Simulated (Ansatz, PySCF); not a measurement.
This PySCF input computes a CCSD(T)/cc-pVDZ energy:

```python
from pyscf import gto, scf, mp, cc as ccmod

mol = gto.M(
    atom='''
    B     0.00005098    0.01358406    0.82045483
    B    -0.00005098   -0.01358406   -0.82045483
    H     1.01557123    0.03272412    1.49609666
    H    -1.01538528    0.01682331    1.49648612
    H     1.01538528   -0.01682331   -1.49648612
    H    -1.01557123   -0.03272412   -1.49609666
    ''',
    basis='cc-pvdz',
    charge=-1,
    spin=1,
    verbose=4,
)

mf = scf.UHF(mol)
mf.conv_tol = 1e-10
mf.max_cycle = 100
mf.kernel()
mo, _, stable, _ = mf.stability(return_status=True)
if not stable:
    mf.kernel(mf.make_rdm1(mo, mf.mo_occ))
mp2 = mp.MP2(mf, frozen=2).run()
cc = ccmod.CCSD(mf, frozen=2)
cc.max_cycle = 100
cc.kernel()
et = cc.ccsd_t()
print(f'E(CCSD(T)) = {cc.e_tot + et:.9f}')
```

Task: Write an input for the same energy in Ansatz (an electronic-structure program) and say what it gives.

Result: 
Ansatz 0.2 input:
```yaml
crystal:
  periodic: [false, false, false]
  atoms:
    - {symbol: B, position_ang: [0.00005098, 0.01358406, 0.82045483]}
    - {symbol: B, position_ang: [-0.00005098, -0.01358406, -0.82045483]}
    - {symbol: H, position_ang: [1.01557123, 0.03272412, 1.49609666]}
    - {symbol: H, position_ang: [-1.01538528, 0.01682331, 1.49648612]}
    - {symbol: H, position_ang: [1.01538528, -0.01682331, -1.49648612]}
    - {symbol: H, position_ang: [-1.01557123, -0.03272412, -1.49609666]}
basis:
  gaussian:
    orbitals: cc-pVDZ
total_charge: -1
magnetization: {spin_polarized: true, initial_magnetization: 1}
correlation: {method: ccsd_t, electrons: outside_noble_gas}
```
It gives -51.86478 Eh, and PySCF -51.86478 Eh, a difference of 0.00 mEh.

It need not be the lowest isomer of its formula.
